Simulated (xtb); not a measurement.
C₄H₅ (SMILES [C]1=CCC1), doublet, from a rough starting geometry; GFN2-xTB (xtb).

The xtb input:
```
$ xtb mol.xyz --gfn 2 --uhf 1 --opt vtight --json

# file mol.xyz
9

C     -0.08227313    -0.82697390     1.11559662
C     -0.01864917     0.52161013     1.09439866
C      0.01135167    -0.95765712    -0.39124268
C     -0.05642570     0.62995284    -0.41244947
H     -0.06311904     1.27787865     1.91332390
H     -0.88807729    -1.34982616    -0.80663339
H      0.84059508    -1.41844277    -0.81581348
H      0.94499277     1.10022471    -0.88490800
H     -0.89695236     1.09232859    -0.86051928
```

Question: Write the output that xtb gives for this input, abridged.

Answer: 
```
   ID    Z sym.   atoms
    1    6 C      1-4
    2    1 H      5-9

           -------------------------------------------------
          |                Calculation Setup                |
           -------------------------------------------------

           -------------------------------------------------
          |                 G F N 2 - x T B                 |
           -------------------------------------------------

          ...................................................
          :                      SETUP                      :
          :.................................................:
          :  # basis functions                  21          :
          :  # atomic orbitals                  21          :
          :  # shells                           13          :
          :  # electrons                        21          :
          :  max. iterations                   250          :
          :  Hamiltonian                  GFN2-xTB          :
          :  restarted?                      false          :
          :  GBSA solvation                  false          :
          :  PC potential                    false          :
          :  electronic temp.          300.0000000     K    :
          :  accuracy                    1.0000000          :
          :  -> integral cutoff          0.2500000E+02      :
          :  -> integral neglect         0.1000000E-07      :
          :  -> SCF convergence          0.1000000E-05 Eh   :
          :  -> wf. convergence          0.1000000E-03 e    :
          :  Broyden damping             0.4000000          :
          :  net charge                          0          :
          :  unpaired electrons                  1          :
          ...................................................

 iter      E             dE          RMSdq      gap      omega  full diag
   1    -11.0888426 -0.110888E+02  0.416E+00    3.43       0.0  T
   2    -11.1004837 -0.116412E-01  0.246E+00    3.54       1.0  T
   3    -11.1002992  0.184568E-03  0.655E-01    3.52       1.0  T
   4    -11.1010443 -0.745080E-03  0.266E-01    3.54       1.0  T
   5    -11.1012616 -0.217373E-03  0.177E-01    3.58       1.0  T
   6    -11.1015162 -0.254603E-03  0.733E-02    3.55       1.0  T
   7    -11.1015269 -0.106819E-04  0.110E-02    3.56       3.0  T
   8    -11.1015276 -0.717336E-06  0.488E-03    3.56       6.8  T
   9    -11.1015275  0.130077E-06  0.413E-03    3.56       8.1  T
  10    -11.1015276 -0.138215E-06  0.351E-04    3.56      94.9  T
  11    -11.1015276 -0.642860E-09  0.121E-04    3.56     275.4  T

   *** convergence criteria satisfied after 11 iterations ***

         :::::::::::::::::::::::::::::::::::::::::::::::::::::
         ::                     SUMMARY                     ::
         :::::::::::::::::::::::::::::::::::::::::::::::::::::
         :: total energy             -10.931697611819 Eh    ::
         :: gradient norm              0.121135395871 Eh/a0 ::
         :: HOMO-LUMO gap              3.558306971520 eV    ::
         ::.................................................::
         :: SCC energy               -11.101526781733 Eh    ::
         :: -> isotropic ES            0.000393632138 Eh    ::
         :: -> anisotropic ES          0.002625334275 Eh    ::
         :: -> anisotropic XC          0.008008708103 Eh    ::
         :: -> dispersion             -0.003893904473 Eh    ::
         :: repulsion energy           0.169829169913 Eh    ::
         :: add. restraining           0.000000000000 Eh    ::
         :: total charge               0.000000000000 e     ::
         :::::::::::::::::::::::::::::::::::::::::::::::::::::

      -----------------------------------------------------------
     |                   =====================                   |
     |                        A N C O P T                        |
     |                   =====================                   |
     |               Approximate Normal Coordinate               |
     |                Rational Function Optimizer                |
      -----------------------------------------------------------
      -----------------------------------------------------------
     |                   =====================                   |
     |                        A N C O P T                        |
     |                   =====================                   |
     |               Approximate Normal Coordinate               |
     |                Rational Function Optimizer                |
      -----------------------------------------------------------

          ...................................................
          :                      SETUP                      :
          :.................................................:
          :   optimization level         verytight          :
          :   max. optcycles                   200          :
          :   ANC micro-cycles                  20          :
          :   degrees of freedom                21          :
          :.................................................:
          :   RF solver                   davidson          :
          :   write xtbopt.log                true          :
          :   linear?                        false          :
          :   energy convergence         0.1000000E-06 Eh   :
          :   grad. convergence          0.2000000E-03 Eh/α :
          :   maxmium RF displ.          1.0000000          :
          :   Hlow (freq-cutoff)         0.1000000E-01      :
          :   Hmax (freq-cutoff)         5.0000000          :
          :   S6 in model hess.         20.0000000          :
          ...................................................

generating ANC from exact Hessian ...
Using Lindh-Hessian (1995)
 Shifting diagonal of input Hessian by    0.0000000000000000
 Lowest  eigenvalues of input Hessian
    0.000000    0.000000    0.000000    0.000000    0.000000    0.000000
[...]
 * total energy  :   -10.9316976 Eh     change       -0.1224549E-09 Eh
 * total energy  :   -10.9452395 Eh     change       -0.1354190E-01 Eh
 * total energy  :   -10.9464613 Eh     change       -0.1221800E-02 Eh
 * total energy  :   -10.9467480 Eh     change       -0.2866427E-03 Eh
 * total energy  :   -10.9467885 Eh     change       -0.4055433E-04 Eh
 * total energy  :   -10.9468009 Eh     change       -0.1243021E-04 Eh
 * total energy  :   -10.9468026 Eh     change       -0.1645829E-05 Eh
 * total energy  :   -10.9468033 Eh     change       -0.7246247E-06 Eh
 * total energy  :   -10.9468034 Eh     change       -0.1282225E-06 Eh
 * total energy  :   -10.9468035 Eh     change       -0.2302099E-07 Eh
   *** GEOMETRY OPTIMIZATION CONVERGED AFTER 10 ITERATIONS ***
[...]
   1    -11.1295839 -0.111296E+02  0.267E-05    3.44       0.0  T
   2    -11.1295839  0.390799E-12  0.187E-05    3.44    1785.8  T
   3    -11.1295839 -0.145661E-11  0.121E-05    3.44    2745.4  T

   *** convergence criteria satisfied after 3 iterations ***

         :::::::::::::::::::::::::::::::::::::::::::::::::::::
         ::                     SUMMARY                     ::
         :::::::::::::::::::::::::::::::::::::::::::::::::::::
         :: total energy             -10.946803457683 Eh    ::
         :: gradient norm              0.000025868390 Eh/a0 ::
         :: HOMO-LUMO gap              3.437903360672 eV    ::
         ::.................................................::
         :: SCC energy               -11.129583118711 Eh    ::
         :: -> isotropic ES            0.000737213967 Eh    ::
         :: -> anisotropic ES          0.002260897583 Eh    ::
         :: -> anisotropic XC          0.007937029250 Eh    ::
         :: -> dispersion             -0.003868601567 Eh    ::
         :: repulsion energy           0.182779661029 Eh    ::
         :: add. restraining           0.000000000000 Eh    ::
         :: total charge               0.000000000000 e     ::
         :::::::::::::::::::::::::::::::::::::::::::::::::::::

           -------------------------------------------------
          |                Property Printout                |
           -------------------------------------------------

    * Orbital Energies and Occupations

         #    Occupation            Energy/Eh            Energy/eV
      -------------------------------------------------------------
         1        2.0000           -0.6511010             -17.7174
         2        2.0000           -0.5882719             -16.0077
         3        2.0000           -0.5859988             -15.9458
         4        2.0000           -0.5270210             -14.3410
         5        2.0000           -0.5246849             -14.2774
         6        2.0000           -0.4897079             -13.3256
         7        2.0000           -0.4750417             -12.9265
         8        2.0000           -0.4619785             -12.5711
         9        2.0000           -0.4353201             -11.8457
        10        2.0000           -0.3898735             -10.6090
        11        1.0000           -0.3211309              -8.7384 (HOMO)
        12                         -0.1947903              -5.3005 (LUMO)
        13                          0.0349992               0.9524
        14                          0.0509872               1.3874
        15                          0.1331727               3.6238
        16                          0.1576422               4.2897
        17                          0.1628803               4.4322
        18                          0.2251768               6.1274
        19                          0.2846174               7.7448
        20                          0.3093724               8.4185
        21                          0.7129016              19.3990
      -------------------------------------------------------------
                  HL-Gap            0.1263406 Eh            3.4379 eV
             Fermi-level           -0.3067314 Eh           -8.3466 eV

     #   Z          covCN         q      C6AA      α(0)
     1   6 C        2.387    -0.093    31.184     9.095
     2   6 C        3.121    -0.036    28.702     8.774
     3   6 C        4.038    -0.041    21.217     6.543
     4   6 C        4.226    -0.036    21.127     6.528
     5   1 H        0.926     0.030     2.588     2.516
     6   1 H        0.925     0.045     2.386     2.416
     7   1 H        0.925     0.045     2.386     2.416
     8   1 H        0.925     0.043     2.410     2.428
     9   1 H        0.925     0.043     2.410     2.428

 Mol. C6AA /au·bohr⁶  :        778.828655
 Mol. C8AA /au·bohr⁸  :      18297.555971
 Mol. α(0) /au        :         43.143165

Wiberg/Mayer (AO) data.
largest (>0.10) Wiberg bond orders for each atom

 ---------------------------------------------------------------------------
     #   Z sym  total        # sym  WBO       # sym  WBO       # sym  WBO
 ---------------------------------------------------------------------------
     1   6 C    3.213 --     2 C    1.977     3 C    1.045     4 C    0.120
     2   6 C    3.962 --     1 C    1.977     5 H    0.972     4 C    0.951
     3   6 C    3.983 --     1 C    1.045     6 H    0.969     7 H    0.969
                             4 C    0.969
     4   6 C    3.972 --     3 C    0.969     8 H    0.963     9 H    0.963
                             2 C    0.951     1 C    0.120
     5   1 H    0.999 --     2 C    0.972
     6   1 H    0.998 --     3 C    0.969
     7   1 H    0.998 --     3 C    0.969
     8   1 H    0.998 --     4 C    0.963
     9   1 H    0.998 --     4 C    0.963
 ---------------------------------------------------------------------------

Topologies differ in total number of bonds
Writing topology from bond orders to xtbtopo.mol

molecular dipole:
                 x           y           z       tot (Debye)
 q only:        0.008       0.140      -0.375
   full:        0.014       0.339      -0.581       1.709
molecular quadrupole (traceless):
                xx          xy          yy          xz          yz          zz
 q only:        0.026      -0.019       0.380       0.041       0.812      -0.406
  q+dip:        0.431      -0.057       0.857       0.093       2.252      -1.288
   full:        0.734      -0.059       0.340       0.090       1.855      -1.074

optimized geometry written to: xtbopt.xyz

           -------------------------------------------------
          | TOTAL ENERGY              -10.946803457683 Eh   |
          | GRADIENT NORM               0.000025868390 Eh/α |
          | HOMO-LUMO GAP               3.437903360672 eV   |
           -------------------------------------------------
```
